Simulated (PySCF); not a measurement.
C3H8OSi, SMILES C[SiH2]CC=O.

Geometry: B3LYP-D3(BJ)/def2-SVP. The structure was generated by enumeration, and PubChem lists no compound with its InChIKey, so it may never have been made. One conformer was computed; it need not be the lowest.

All values below come from PBE/def2-TZVP (PySCF).

Symmetry labels are those of the subgroup Cs that the program uses (full group Cs).

Computed valence orbital energies around the gap with their symmetry:
```tsv
orbital	symmetry	energy (eV)
HOMO−7	A'	-10.55
HOMO−6	A"	-9.98
HOMO−5	A'	-9.86
HOMO−4	A"	-9.12
HOMO−3	A"	-7.87
HOMO−2	A'	-7.82
HOMO−1	A'	-7.74
HOMO	A'	-5.96
LUMO	A"	-1.98
LUMO+1	A'	0.06
LUMO+2	A'	0.22
LUMO+3	A'	0.96
```
